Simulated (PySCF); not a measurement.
## Rh²⁺: ionisation energy

Rh²⁺ [Kr] 4d7 (4F) → Rh³⁺ [Kr] 4d6 (5D), as a difference of total energies. Calculation: PySCF 2.14, in x2c-TZVPPall with one added diffuse shell each of s, p, d, f type (9s7p7d3f1g, 95 functions); scalar relativity by spin-free X2C-1e. Correlated levels: valence: [Kr] frozen. The calculations carry no spin-orbit coupling.

| method | ionisation energy (eV) |
| --- | --- |
| UHF | 29.355 |
| MP2 (valence) | 30.680 |
| SCS-MP2 (valence) | 30.833 |
| CCSD (valence) | 30.619 |
| CCSD(T) (valence) | 30.668 |

Task: How much does correlation contribute at CCSD(T) (valence)?

Result: 30.668 − (29.355) = 1.313 eV, measured against UHF.

A first-order spin-orbit estimate (lowest level to lowest level, LS coupling) adds 0.070 eV.

Errors of the correlated levels include the incompleteness of this basis and the frozen core.

For comparison: 31.06 eV (semi-empirical (NIST evaluation); NIST Atomic Spectra Database, ionization energies).
